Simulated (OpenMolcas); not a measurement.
# How basis sets differ on CH3NOSi (SMILES N#CO[SiH3])

CH3NOSi has 7 atoms, charge 0, and is taken as a singlet. SMILES: `N#CO[SiH3]`. The shape is that of a GFN2-xTB optimisation.

Quantity: the dipole moment, in D. The values are calculated.

| level | kind | program | value (D) |
| --- | --- | --- | --- |
| HF/ANO-RCC-MB (DKH2) | Hartree–Fock | OpenMolcas | 4.57 |
| HF/STO-3G | Hartree–Fock | OpenMolcas | 4.94 |
| HF/3-21G | Hartree–Fock | OpenMolcas | 5.24 |
| HF/def2-SVP | Hartree–Fock | OpenMolcas | 5.11 |

The values span 4.57 to 5.24 D. Sets without polarisation functions give poor dipoles.
